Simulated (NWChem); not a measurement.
System: SrO; SMILES [O]=[Sr]

All runs: NWChem. The geometry was optimised at PBE0/def2-SVP. def2 effective core potentials on Sr; no spin-orbit coupling. B3LYP is NWChem's, with the RPA form of VWN correlation. Ions are spin-unrestricted doublets at the neutral geometry; other ion states weren't tried.

```tsv
level	vertical ionisation energy, ΔSCF (eV)	−ε(HOMO) (eV)	ΔSCF minus −ε(HOMO) (eV)
B3LYP/def2-SVPD	6.93	4.55	2.38
PBE/def2-SVPD	___	___	___
Hartree-Fock/def2-SVPD	3.99	7.51	-3.52
CAM-B3LYP/def2-SVPD	6.72	5.86	0.86
PBE0/def2-SVPD	6.72	4.67	2.05
```

**Question.** What belongs in the gaps?

**Answer.** 
- PBE/def2-SVPD, vertical ionisation energy, ΔSCF (eV): 7.28
- PBE/def2-SVPD, −ε(HOMO) (eV): 3.74
- PBE/def2-SVPD, ΔSCF minus −ε(HOMO) (eV): 3.54
